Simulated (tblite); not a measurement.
C5H5OS (doublet state).
SMILES with atom numbers: `[SH:1][CH2:2][c:3]1[cH:4][c:5][cH:6][o:7]1` (hydrogens: H8 on S1; H9, H10 on C2; H11 on C4; H12 on C6)

Cartesian coordinates in Å at the GFN2-xTB level; atoms count from 1:
```xyz
12
C5H5OS angstrom
S     -2.4506    0.2353    0.9084
C     -1.3750   -0.4423   -0.4289
C      0.0600   -0.2234   -0.1543
C      0.9707   -0.9746    0.5408
C      2.1609   -0.2338    0.4683
C      1.9306    0.8952   -0.2356
O      0.6324    0.9131   -0.6249
H     -1.9998    1.4850    0.8258
H     -1.6664    0.0444   -1.3593
H     -1.6136   -1.5030   -0.4630
H      0.8025   -1.9147    1.0216
H      2.5495    1.7181   -0.5250
```

Computed values, GFN2-xTB/tblite, gas phase, harmonic and unscaled. The method is semi-empirical: single wavenumbers can be off by several per cent or more. Modes of hydrogen on sulfur can be 10 to 20 % off. One conformer, not necessarily the lowest. Open shells enter through the occupations alone, without spin polarisation, and single modes of such species can be off by tens of per cent.

Harmonic wavenumbers (cm⁻¹): 42.0, 116.3, 207.6, 310.2, 317.1, 533.2, 593.7, 657.5, 704.4, 745.3, 758.7, 813.2, 822.4, 917.2, 949.7, 1066.0, 1082.0, 1120.1, 1155.6, 1212.9, 1249.1, 1342.3, 1405.1, 1463.0, 1546.0, 2441.2, 2987.7, 3026.8, 3192.3, 3197.8.

A = 6072, B = 1328, C = 1236 MHz; mass 113.006 u (most abundant isotopes); point group C1, symmetry number 1; spin multiplicity 2.

Question: What is the zero-point energy?

Answer: ½Σν̃ = 17988 cm⁻¹ = 51.43 kcal/mol.

Question: What is S at 298.15 K and 1 bar for an ideal gas of classical rigid rotors and harmonic oscillators?

Answer: Translation 40.11, rotation 27.87, vibration 16.29, spin (R ln 2) 1.38: S = 85.6 cal/(mol K).

Question: And Cp and H(298.15 K) − H(0)?

Answer: Cp = 26.43 cal/(mol K), of which vibrations give 18.48 (their classical limit is 30 R = 59.6); H(298.15 K) − H(0) = 4.94 kcal/mol without the zero-point energy, 2.57 from vibrations.

Question: What must be added to the electronic energy to get the Gibbs energy at 298.15 K and 1 bar?

Answer: ZPE + [H(298.15 K) − H(0)] − T·S = 51.43 + 4.94 − 25.54 = 30.83 kcal/mol.

Question: How do the functions run with temperature in this model?

Answer: 
```json
{"T (K)": "100", "S (cal/(mol K))": "65.5", "Cp (cal/(mol K))": "13.5", "H − H(0) (kcal/mol)": "1.07", "G − H(0) (kcal/mol)": "-5.49", "ln q(vib)": "1.07"}
{"T (K)": "200", "S (cal/(mol K))": "76.6", "Cp (cal/(mol K))": "19.4", "H − H(0) (kcal/mol)": "2.70", "G − H(0) (kcal/mol)": "-12.62", "ln q(vib)": "2.46"}
{"T (K)": "300", "S (cal/(mol K))": "85.8", "Cp (cal/(mol K))": "26.6", "H − H(0) (kcal/mol)": "4.99", "G − H(0) (kcal/mol)": "-20.75", "ln q(vib)": "3.88"}
{"T (K)": "500", "S (cal/(mol K))": "102.4", "Cp (cal/(mol K))": "38.8", "H − H(0) (kcal/mol)": "11.61", "G − H(0) (kcal/mol)": "-39.61", "ln q(vib)": "6.90"}
{"T (K)": "800", "S (cal/(mol K))": "123.2", "Cp (cal/(mol K))": "49.4", "H − H(0) (kcal/mol)": "25.01", "G − H(0) (kcal/mol)": "-73.58", "ln q(vib)": "11.44"}
{"T (K)": "1000", "S (cal/(mol K))": "134.7", "Cp (cal/(mol K))": "53.6", "H − H(0) (kcal/mol)": "35.34", "G − H(0) (kcal/mol)": "-99.41", "ln q(vib)": "14.28"}
```

q(vib) and H(0) count from the zero-point level.

Question: Blend soft modes into free rotors: weight 1/[1 + (100 cm⁻¹/ν̃)⁴] for the oscillator and the rest for a rotor with moment μB/(μ + B), μ = h/(8π²ν), B = 10⁻⁴⁴ kg m². What vibrational entropy results?

Answer: 14.74 cal/(mol K) in place of 16.29, which changes −T·S at 298.15 K by +0.46 kcal/mol.

Question: Which modes carry the vibrational entropy at 298.15 K?

Answer: 42.0 cm⁻¹: 5.16; 116.3 cm⁻¹: 3.16; 207.6 cm⁻¹: 2.06; 310.2 cm⁻¹: 1.36; 317.1 cm⁻¹: 1.33; 533.2 cm⁻¹: 0.58 cal/(mol K); the other 24 give 2.64 together.

Hindered rotation and anharmonicity are outside this model. Other conformers, if any are populated, would add a mixing term that is left out. The structure is chiral; the term R ln 2 for an equal mix with its mirror image is left out.

Time: 0.25 s of wall time. Hardware: one thread of an Arm Neoverse V2 (shared host). The figure is for the frequency step alone.
